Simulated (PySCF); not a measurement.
Distances in Å between the heavy atoms of a computed structure (PBE0-D3(BJ)/def2-SVP; lower triangle, same order across):
```
Si1   0.00
Si2   2.34  0.00
Si3   3.88  2.34  0.00
P4    3.75  2.28  3.84  0.00
C5    3.44  1.90  3.47  3.37  0.00
Cl6   3.77  3.00  3.82  4.99  1.79  0.00
```

Hydrogens: 3 on Si1, 3 on Si3, 2 on P4, 2 on C5.

Charge 0, singlet.

Task: Which heavy atoms are bonded, and with what formal order?

Result: Si1–Si2 (single); Si2–Si3 (single); Si2–P4 (single); Si2–C5 (single); C5–Cl6 (single).

Task: Which species is it?

Result: `[SiH3][Si]([SiH3])(P)CCl`, CH10ClPSi3. Among its features: C–Cl bond, Si–H bond and C–Si bond.

Task: Classify the heavy atoms.

Result: Si1/Si3: SiH3 silicon; Si2: four-coordinate silicon; P4: three-coordinate phosphorus; C5: sp3 C–Cl carbon; Cl6: alkyl chlorine.

Shape of the structure used: `[SiH3:1][Si:2]([SiH3:3])([PH2:4])[CH2:5][Cl:6]`: Si1–Si2–C5–Cl6 60°, H–P4–Si2–Si1 -65°, H–P4–Si2–Si1 -159°.
